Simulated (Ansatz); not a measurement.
A structure relaxed at PBE0-D4/def2-TZVP, charge 0, multiplicity 1:

Cartesian coordinates in Å:
```
S -0.977 0.109 -2.065
C -0.108 -0.034 -0.590
C 1.112 -0.453 -0.235
Si 0.172 0.087 1.199
H -2.111 0.605 -1.546
H 1.981 -0.847 -0.745
H -0.466 -0.870 2.135
H 0.398 1.402 1.846
```

Problem. Give its formula and SMILES.

Solution. C2H4SSi, `SC1=C[SiH2]1`.

Problem. Point group (tolerance 0.08 Å, 0.16 Å for H)?

Solution. Cs.

Problem. Summarise the bond lengths by kind.

Solution. 1 × C–S 1.718 Å; 1 × H–S 1.342 Å; 1 × C–C 1.338 Å; 2 × C–Si 1.798 to 1.814 Å; 1 × C–H 1.082 Å; 2 × H–Si 1.483 Å.

Program: Ansatz 0.2.0.
